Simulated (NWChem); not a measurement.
System: CdGeH3F; SMILES [F][Cd][GeH3]

The following NWChem deck was run.

```
start job
memory heap 200 mb stack 900 mb global 1100 mb
geometry units angstroms noautosym nocenter noautoz
  Cd    -0.494578     0.695740    -0.003457
  F     -0.686757     2.645510    -0.003794
  Ge    -0.248423    -1.799908    -0.003041
  H      0.072975    -2.318447    -1.430220
  H      0.901781    -2.235431     0.943752
  H     -1.558036    -2.480142     0.477705
end
basis spherical
  * library def2-svp
end
ecp
  Cd library def2-ecp
end
dft
  xc b3lyp
  iterations 150
end
property
  response 1 0.0773
end
task dft property
```

Coordinates come from a PBE-D3(BJ)/def2-SVP optimisation. B3LYP is NWChem's, with the RPA form of VWN correlation. def2 effective core potentials on Cd; no spin-orbit coupling.

Field at 589 nm.

**Question.** Give the results of this calculation. (B3LYP/def2-SVP with def2 effective core potentials on Cd.) Quantities: isotropic polarisability (bohr³); anisotropy (bohr³).

**Answer.** 
```json
{
 "isotropic polarisability (bohr³)": "63.1",
 "anisotropy (bohr³)": "36.3"
}
```
